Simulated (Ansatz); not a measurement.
Molecule: Bi2, net charge 0, singlet state. SMILES: [Bi]#[Bi]
Coordinates optimised at B3LYP-D3(BJ)/def2-TZVP (Ansatz, a quantum-chemistry and plane-wave program):
```xyz
2

Bi     0.0000     0.0000    -1.3195
Bi     0.0000     0.0000     1.3195
```

### Question
Give the harmonic wavenumbers at B3LYP-D3(BJ)/def2-TZVP (Ansatz, finite differences of forces, unscaled).

### Answer
200 cm⁻¹. Zero-point energy 0.3 kcal/mol.

### Question
From these and the geometry, give the ideal-gas thermochemistry at 298.15 K and 1 atm (rigid rotor, harmonic oscillator).

### Answer
Point group D∞h, rotational symmetry number 2. Rotational constants 0.6945, 0.6945 GHz. S(trans) 43.98, S(rot) 18.69, S(vib) 2.13, S(elec, spin only) 0.00, S 64.8 cal/(mol K). H(298) - H(0) 2.43 kcal/mol; G - E(el) -16.6 kcal/mol.
